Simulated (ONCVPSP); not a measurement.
Varying the ONCV potential for Re (Z = 75)

Base potential:

ONCVPSP 4.0.1 input, shortened (lines: element, Z, core and valence counts, functional; n l f; lmax; l rc ep ncon nbas qcut; lloc lpopt rc5 dvloc0; l nproj debl; icmod fcfact rcfact), PBE, fully relativistic:

```
  Re 75.00   10    5        4      upf
    1    0    2.00
    2    0    2.00
    2    1    6.00
    3    0    2.00
    3    1    6.00
    3    2   10.00
    4    0    2.00
    4    1    6.00
    4    2   10.00
    4    3   14.00
    5    0    2.00
    5    1    6.00
    5    2    5.00
    6    0    1.75
    6    1    0.25
    2
    0    1.80    0.00    3    6    8.50
    1    1.75    0.00    4    8    9.30
    2    2.40    0.00    4    9    6.00
    4    2    1.25    4.00
    0    2    1.60
    1    2    0.40
    2    2    1.90
    1    0.55    0.00
```

Open shells are filled in proportion to 2j + 1.

Cutoffs, loose and tight: the cutoffs (Ha) at which the residual kinetic energy of the hardest occupied pseudo-wave falls to 1 and 0.1 mHa per electron. They do not see the model core or the augmentation charge, which bear on the density cutoff. Test errors are all-electron minus pseudo excitation energies from the reference, over the configurations 5s2 5p6 5d5 6s2 6p0; 5s2 5p6 5d5 6s1 6p0; 5s2 5p6 5d5 6s0 6p0; 5s2 5p6 5d4 6s2 6p1. A dash means not determined; rows that change the core or the reference have their own tests. The largest error is taken over the tests solved by every variant that gives reliable tests at all: 5s2 5p6 5d4 6s2 6p1; 5s2 5p6 5d5 6s1 6p0; 5s2 5p6 5d5 6s2 6p0.

```csv
change,outcome,"cutoff, loose","cutoff, tight",bound ghosts,GHOST(+) flags above zero,largest test error (meV)
base,generated,24 Ha,30 Ha,none,none,+1.9
"all radii but the core radius scaled by about 1.07 (s 1.92, p 1.86, d 2.56 bohr); local potential polynomial inside 1.32 bohr (lpopt 2, dvloc0 4 Ha)",generated,22 Ha,27 Ha,none,none,+6.1
"local potential polynomial inside 1.30 bohr (lpopt 5, dvloc0 0 Ha)",generated,24 Ha,30 Ha,none,s,+1.9
d: nproj 3,generated,24 Ha,30 Ha,none,none,+1.9
s: qcut 12.5; p: qcut 13.6; d: qcut 8.8,generated,42 Ha,53 Ha,none,none,-5.6
```

**Question.** What comes out with this change to the base: d: rc 2.72?

**Answer.** outcome: generated; cutoff, loose: 24 Ha; cutoff, tight: 30 Ha; bound ghosts: none; GHOST(+) flags above zero: none; largest test error (meV): +13.

**Question.** What comes out with this change to the base: functional PBEsol; d: rc 1.75, qcut 8.2?

**Answer.** outcome: generated; cutoff, loose: 24 Ha; cutoff, tight: 30 Ha; bound ghosts: none; GHOST(+) flags above zero: none; largest test error (meV): -5.5.

**Question.** What comes out with this change to the base: reference 5s2 5p6 5d5 6s2; wave 5p+6p: rc 1.75 bohr, ncon 4, nbas 8, qcut 9.3 1/bohr, 2 projectors becomes 5p: rc 1.75 bohr, ncon 4, nbas 8, qcut 9.3 1/bohr, 2 projectors, debl 0.4 Ha?

**Answer.** outcome: generated, projector energies reset by the program; cutoff, loose: 24 Ha; cutoff, tight: 30 Ha; bound ghosts: none; GHOST(+) flags above zero: none; largest test error (meV): -13.
